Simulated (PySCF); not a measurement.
Frontier orbitals and the lowest excitations

Compound: perfluoroethyl chloride, C2ClF5.
Structure used (GFN2-xTB), in Å, numbered top down from 1:
```xyz
8
C2ClF5 angstrom
F     -1.5458   -0.2981   -0.8804
C     -0.7679   -0.0513    0.1680
F     -1.1673    1.0898    0.7179
F     -0.9479   -1.0248    1.0534
C      0.7255    0.0361   -0.2548
F      0.8792    1.0007   -1.1667
F      1.0984   -1.1119   -0.8284
Cl     1.7349    0.3687    1.1665
```

Level of theory: TDDFT CAM-B3LYP/def2-SVPD, vertical, gas phase, core orbitals frozen in the response in PySCF.

Kohn–Sham orbitals with the atoms that hold most of them (Löwdin shares over 4%, at most four atoms):

| orbital | ε (eV) | atoms |
| --- | --- | --- |
| LUMO+2 | 1.95 | Cl8 20%, F7 16%, F6 16%, F4 13% |
| LUMO+1 | 1.27 | Cl8 23%, C2 18%, C5 13%, F1 10% |
| LUMO | 0.41 | Cl8 62%, C5 25% |
| HOMO | -11.73 | Cl8 84%, C5 6%, F7 5%, F6 4% |
| HOMO-1 | -11.74 | Cl8 82%, C5 8% |
| HOMO-2 | -12.95 | Cl8 21%, F6 17%, F7 17%, C5 14% |
| HOMO-3 | -14.33 | F3 34%, F4 34%, F1 30% |

**Question.** The HOMO–LUMO gap is 12.14 eV. Where does the response calculation put the lowest singlet, and from which orbitals?

**Answer.** S1 is at 7.72 eV (f = 0.0003), 4.42 eV below the gap, made of HOMO→LUMO (94%). Without the coupling terms of the response equations the lowest excitation would equal the gap.

Next come S2 at 7.73 eV (f 0.0027), HOMO-1→LUMO (93%); S3 at 9.70 eV (f 0.106), HOMO-2→LUMO (74%), HOMO→LUMO+2 (10%); S4 at 9.89 eV (f 0.074), HOMO→LUMO+1 (74%), HOMO→LUMO+3 (12%), HOMO→LUMO+4 (9%); S5 at 9.92 eV (f 0.081), HOMO-1→LUMO+1 (71%), HOMO-1→LUMO+4 (11%), HOMO-1→LUMO+3 (9%).
